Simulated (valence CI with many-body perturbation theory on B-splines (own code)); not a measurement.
Forbidden lines of Ca XIII

Computed by valence CI with perturbative core correlation (CI+MBPT): six valence electrons over a frozen Dirac-Fock core [He], radial functions for each j: 9 s, 9 p, 8 d, 6 f, 3 g, 1 h, with the one-electron correlation potential Σ1 (screened to all orders), the two-electron term Σ2, the three-electron term Σ3, Breit, model QED; selected single and double excitations, second order for the rest, scaled by the run's own slope (own B-spline code, finite nucleus).

No measured spectrum was set against this ion. As an estimate, levels of excited configurations hold to 0.05 to 0.15 % of their energy, terms of the ground configuration to about 0.5 %. Among the levels kept, up to 3000 cm⁻¹ of a level comes from second order outside the variational space, and about a tenth of that is noise between levels of different J, which matters for small intervals.

Lines 1 to 25 of 25 in falling wavelength, among levels below 472.39 eV, chosen from the decays that carry over 1 % of a level's rate. Wavelengths and rates use the calculated energies, so an error of 2000 cm⁻¹ moves a line at 1564 Å by 3.1 % and its rate by three times that or more. Electric multipoles are in the length gauge, E1 and E2 with the static RPA response of the core. S is in atomic units (e²a₀⁴ for E2 and M2, e²a₀⁶ for E3), for M1 in squared Bohr magnetons. Weak lines are less certain than strong ones. Lines between different terms over intervals too small for the method are left out, as are lines whose strength nearly cancels. The highest levels of a list are the least certain.

Names give the largest LS component (configuration and term), which can be under half, so a name can repeat, a term be missing and a line seem to break the LS rules; names also repeat where a configuration has a term twice. Letters in brackets count levels of one name in rising energy.

```tsv
λ vac (Å)	Upper	Lower	Type	A (s⁻¹)	S (a.u.)
22530	2s2 2p4 3P_0	2s2 2p4 3P_1	M1	4.55e+00	1.93e+00
4087	2s2 2p4 3P_1	2s2 2p4 3P_2	M1	3.21e+02	2.44e+00
1564	2s2 2p4 1D_2	2s2 2p4 3P_1	M1	1.02e+02	7.24e-02
1131	2s2 2p4 1D_2	2s2 2p4 3P_2	M1	7.86e+02	2.11e-01
647.1	2s2 2p4 1S_0	2s2 2p4 3P_1	M1	8.09e+03	8.13e-02
28.53	2s2 2p3 3p 1P_1 [a]	2s2 2p4 1D_2	E2	1.19e+08	6.01e-03
28.52	2s2 2p3 3p 3P_2 [a]	2s2 2p4 3P_0	E2	5.87e+07	4.95e-03
28.51	2s2 2p3 3p 3P_1 [a]	2s2 2p4 3P_1	E2	6.05e+07	3.05e-03
28.49	2s2 2p3 3p 3P_2 [a]	2s2 2p4 3P_1	E2	1.22e+08	1.02e-02
28.39	2s2 2p3 3p 3D_1 [a]	2s2 2p4 1D_2	E2	1.01e+08	4.97e-03
28.31	2s2 2p3 3p 3P_1 [a]	2s2 2p4 3P_2	E2	2.63e+08	1.28e-02
28.29	2s2 2p3 3p 3P_2 [a]	2s2 2p4 3P_2	E2	1.26e+08	1.02e-02
28.28	2s2 2p3 3p 3P_0 [a]	2s2 2p4 3P_2	E2	3.44e+08	5.54e-03
28.26	2s2 2p3 3p 1F_3	2s2 2p4 1D_2	E2	2.97e+08	3.35e-02
28.06	2s2 2p3 3p 1D_2 [b]	2s2 2p4 1S_0	E2	1.08e+08	8.38e-03
28.02	2s2 2p3 3p 1P_1 [a]	2s2 2p4 3P_1	E2	3.90e+07	1.80e-03
27.93	2s2 2p3 3p 3D_2 [a]	2s2 2p4 3P_1	E2	3.69e+07	2.81e-03
27.88	2s2 2p3 3p 3F_2	2s2 2p4 3P_0	E2	7.60e+07	5.72e-03
27.85	2s2 2p3 3p 3F_2	2s2 2p4 3P_1	E2	6.81e+07	5.09e-03
27.81	2s2 2p3 3p 3F_3	2s2 2p4 3P_1	E2	9.35e+07	9.72e-03
27.76	2s2 2p3 3p 1D_2 [a]	2s2 2p4 1D_2	E2	1.99e+08	1.47e-02
27.74	2s2 2p3 3p 3D_2 [a]	2s2 2p4 3P_2	E2	6.72e+07	4.93e-03
27.70	2s2 2p3 3p 3D_3 [a]	2s2 2p4 3P_2	E2	1.04e+08	1.06e-02
27.58	2s2 2p3 3p 3F_4	2s2 2p4 3P_2	E2	1.74e+08	2.23e-02
27.57	2s2 2p3 3p 3P_2 [c]	2s2 2p4 1D_2	E2	8.16e+07	5.80e-03
```
